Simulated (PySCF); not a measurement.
Positional isomers: azulene silyl. Gas-phase values, no solvent. Strings in code marks are SMILES. All members: neutral, multiplicity 1. Level: ωB97X-D3(BJ)/def2-TZVP // PBE0-D3(BJ)/def2-SVP (PySCF), beside PBE-D3(BJ)/def2-TZVP // PBE0-D3(BJ)/def2-SVP (PySCF) at the same geometries. 

```csv
species,"HOMO–LUMO gap, PBE (eV)","HOMO–LUMO gap, ωB97X-D3(BJ) (eV)"
`[SiH3]c1ccc2cccc-2cc1`,1.98,7.18
`[SiH3]c1cc2cccccc-2c1`,1.99,7.21
`[SiH3]c1ccccc2cccc1-2`,1.99,withheld
`[SiH3]c1cccc2cccc-2c1`,2.06,7.29
`[SiH3]c1ccc2cccccc1-2`,2.09,7.35
```

**Question.** Fit y = a + b·x, y being the HOMO–LUMO gap at the first level, to the 4 complete rows by least squares, with x = the PBE value in eV. Give a, b and the rms residual, and predict the withheld value.

**Answer.** Means of the 4 rows: x̄ = 2.03, ȳ = 7.2575 eV. Σ(x − x̄)² = 0.0086 and Σ(x − x̄)(y − ȳ) = 0.0123, so b = 1.430 and a = ȳ − b·x̄ = 4.355 eV. The rms residual is 0.008 eV. At x = 1.99 the line gives 7.20 eV. The run for `[SiH3]c1ccccc2cccc1-2` gave 7.22 eV, so the line is off by 0.02 eV, more than twice the rms residual.

Codes: PySCF.
